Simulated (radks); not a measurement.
Species: Ti+. Configuration: [Ar] 3d2 4s1. All-electron calculation, scalar-relativistic Kohn-Sham, BLYP, spin-polarised, spherical densities, finite nucleus; open shells are filled with parallel spins first; Fermi nuclear charge, rms radius 3.5921 fm. Program: a radial shooting solver on a logarithmic mesh with Libxc functionals.

Unscreened Slater integrals over Kohn-Sham orbitals (cm^-1). They are taken over the spin-up orbitals.

| integral | value |
|---|---|
| F0(4s,4s) | 63369 |
| F0(4s,3d) | 77605 |
| G2(4s,3d) | 13466 |
| F0(4s,3p) | 80932 |
| G1(4s,3p) | 5514.7 |
| F0(4s,3s) | 81482 |
| G0(4s,3s) | 3831.3 |
| F0(3d,3d) | 135320 |
| F2(3d,3d) | 60935 |
| F4(3d,3d) | 37592 |
| F0(3d,3p) | 155000 |
| F2(3d,3p) | 71269 |
| G1(3d,3p) | 88741 |
| G3(3d,3p) | 52991 |
| F0(3d,3s) | 159510 |
| G2(3d,3s) | 66353 |
| F0(3p,3p) | 182850 |
| F2(3p,3p) | 91498 |
| F0(3p,3s) | 189270 |
| G1(3p,3s) | 125520 |
| F0(3s,3s) | 196420 |

Derived for the open shells (J is the average intra-shell exchange parameter used in DFT+U). 3d: Racah B = F2/49 - 5 F4/441 = 817.4 cm^-1, C = 35 F4/441 = 2984 cm^-1, C/B = 3.65, F4/F2 = 0.617, J = (F2 + F4)/14 = 7038 cm^-1.
